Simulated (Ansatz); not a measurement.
`FBN[SiH3]` + `[OH][MgH]` → `[MgH][O][SiH3]` + `NBF`  (ligand exchange at the Si–N bond)

Calculated with Ansatz (gas phase, PBE0-D4/def2-TZVP geometries, no zero-point term in ΔE). CBS: MP2 limit from def2 TZ/QZ plus the TZ coupled-cluster correction, frozen cores. This one scheme is used for every species. DFT in def2-TZVPP. B3LYP here is the variant with VWN-RPA as its local correlation; programs differ in this. HSE06 is defined as in plane-wave codes. For Mg outer-core shells are correlated without core-valence functions, which leaves a few kJ/mol of doubt a bond. Each species was taken in one conformer, which may not be the lowest.

```csv
level,ΔE (kJ/mol),difference from CCSD(T)/CBS
PBE-D4,-76.1,3.8
revPBE-D4,-75.2,4.7
BLYP-D4,-79.2,0.7
B97M-V,-86.3,-6.4
PBE0-D4,-78.6,1.3
B3LYP-D4,-81.3,-1.4
r2SCANh-D4,-81.6,-1.7
r2SCAN0-D4,-82.0,-2.1
HSE06-D4,-78.7,1.2
BHLYP-D4,-84.6,-4.7
ωB97X-V,-78.9,1.0
B2PLYP,-83.5,-3.6
PBE-QIDH,-81.6,-1.7
PBE,-77.7,2.2
revPBE,-78.9,1.0
BLYP,-82.7,-2.8
r2SCAN,-81.7,-1.8
PBE0,-80.0,-0.1
B3LYP,-83.9,-4.0
r2SCANh,-82.0,-2.1
r2SCAN0,-82.5,-2.6
HSE06,-80.0,-0.1
BHLYP,-86.4,-6.5
CAM-B3LYP,-83.3,-3.4
LC-ωPBE,-78.9,1.0
RPA@PBE/def2-TZVPP,-83.4,-3.5
HF/def2-SVP,-88.9,-9.0
MP2/def2-SVP,-81.6,-1.7
CCSD/def2-SVP,-82.8,-2.9
CCSD(T)/def2-SVP,-81.9,-2.0
HF/def2-TZVPP,-91.3,-11.4
MP2/def2-TZVPP,-81.0,-1.1
SCS-MP2/def2-TZVPP,-83.4,-3.5
CCSD/def2-TZVPP,-83.1,-3.2
CCSD(T)/def2-TZVPP,-82.0,-2.1
HF/def2-QZVPP,-92.5,-12.6
SCS-MP2/def2-QZVPP,-82.5,-2.6
HF/CBS(def2),-92.6,-12.7
MP2/CBS(def2),-78.8,1.1
CCSD/CBS(def2),-80.9,-1.0
CCSD(T)/CBS,-79.9,0
```

Largest T1 diagnostic among the species: 0.012.

Leaving LDA and LC-ωPBE aside and taking each functional with its dispersion term where it has one, the values spread over 11.1 kJ/mol, from B97M-V to revPBE-D4. From BLYP to BHLYP (50 % exact exchange), in def2-TZVPP and without D4, ΔE moves by −3.7 kJ/mol. In def2-TZVPP, CCSD(T) changes the Hartree–Fock value by +9.3 kJ/mol (the triples alone add +1.1 kJ/mol) and MP2 by +10.4 kJ/mol.
